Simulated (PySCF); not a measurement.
Se(H)(SMe) (CH4SSe), SMILES S([SeH])C. Atoms are numbered in the order given.

```xyz
7

Se    -0.4951     0.3778     0.8206
H     -1.8135    -0.1933     0.4487
S      0.7503    -0.8735    -0.5361
C      0.7330     0.0896    -2.0897
H     -0.2783     0.1392    -2.5171
H      1.3930    -0.4546    -2.7839
H      1.1281     1.1027    -1.9333
```
Charge 0, spin multiplicity 1.

Geometry: B3LYP-D3(BJ)/def2-SVP. Other conformers were not sampled.

Computed with PBE0/def2-TZVPD (PySCF).

Mulliken values depend strongly on the basis, most of all with diffuse functions as here. ESP charges are fitted to the potential on shells at 1.4 to 2.0 van der Waals radii. Atomic charges (e):

```json
[
 {"atom": "Se1", "Mulliken": "-0.17", "ESP fit": "…", "IAO": "-0.02"},
 {"atom": "H2", "Mulliken": "0.18", "ESP fit": "0.12", "IAO": "0.05"},
 {"atom": "S3", "Mulliken": "-0.21", "ESP fit": "…", "IAO": "-0.01"},
 {"atom": "C4", "Mulliken": "-0.42", "ESP fit": "…", "IAO": "-0.51"},
 {"atom": "H5", "Mulliken": "0.22", "ESP fit": "0.14", "IAO": "0.16"},
 {"atom": "H6", "Mulliken": "0.17", "ESP fit": "0.20", "IAO": "0.17"},
 {"atom": "H7", "Mulliken": "0.23", "ESP fit": "0.16", "IAO": "0.16"}
]
```

Task: Fill in the missing entries. (An estimate is asked for; the answer gives what the named calculation found.)

Result: 
- Se1, ESP fit: -0.10
- S3, ESP fit: -0.10
- C4, ESP fit: -0.42
